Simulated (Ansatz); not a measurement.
# Four-centre ligand exchange

Start structure (CH$_{7}$BrSi, singlet), relaxed at PBE0-D4/def2-TZVP:

| atom | x (Å) | y (Å) | z (Å) |
| --- | --- | --- | --- |
| Si1 | -1.9865 | -0.1070 | -0.8819 |
| Br2 | -0.7889 | -1.8255 | -1.6186 |
| H3 | -2.4086 | 0.6998 | -2.0493 |
| H4 | -1.1408 | 0.6964 | 0.0287 |
| H5 | -3.1675 | -0.6380 | -0.1640 |
| H6 | 1.5739 | -0.5447 | 0.2476 |
| C7 | 1.8983 | 0.2344 | 0.9366 |
| H8 | 1.8235 | 1.2061 | 0.4486 |
| H9 | 2.9326 | 0.0550 | 1.2293 |
| H10 | 1.2642 | 0.2236 | 1.8230 |

The step: SiH₃Br ([SiH3][Br]) + CH₄ → CH₆Si ([CH3][SiH3]) + HBr; bonds formed: Si1–C7, Br2–H6; bonds broken: Si1–Br2, H6–C7. Program: Ansatz 0.2.0. Basis: def2-TZVPP and def2-QZVPP. Cores are frozen in the correlated methods. Filled d shells of the heavier atoms are correlated. The def2 sets are not built for correlating such inner shells, so the correlated values are less sure here. Extrapolation: Hartree–Fock as exp(−7.88 √X), correlation as X^−2.97. Energies below are by CCSD(T) at an estimated basis limit (MP2 extrapolated from triple and quadruple zeta, plus CCSD(T) − MP2 in triple zeta).

What are the electronic barrier and the energy of the step, from the start structure to the end structure? (An estimate is asked for; the value comes from the calculation.)

By the calculation: Barrier 263.7 kJ/mol; step energy 95.8 kJ/mol (uphill); reverse barrier, their difference, 167.9 kJ/mol. Barrier and step energy count from the start structure, the reverse barrier from the end structure.

The saddle point: One imaginary mode of 460i cm⁻¹.
| pair | start (Å) | saddle (Å) | end (Å) |
| --- | --- | --- | --- |
| Si1–C7 | 4.30 | 2.14 | 1.87 |
| Br2–H6 | 3.27 | 1.95 | 1.43 |
| Si1–Br2 | 2.22 | 2.77 | 4.30 |
| H6–C7 | 1.09 | 1.24 | 3.20 |

Zero-point energy (harmonic, PBE0-D4): ZPE is 186.4 kJ/mol at the start and 182.6 kJ/mol at the saddle, so the barrier goes from 263.7 to 259.9 kJ/mol.

T1 diagnostic: at most 0.010. The start structure is not quite a true minimum (one mode of 31i cm⁻¹).

Labels in which every atom is bracketed show which atoms are joined, not bond orders.

For scale, one of the runs: CCSD(T)/def2-TZVPP, 219 basis functions, launched by `ansatz run in.yaml --threads 4 --pin off --events-out ev --progress --plain --max-ram 9574MiB`. Time: 83 s of wall clock on 4 CPU threads of an Arm Neoverse V2; the host was shared. Peak host memory: 3.2 GiB.
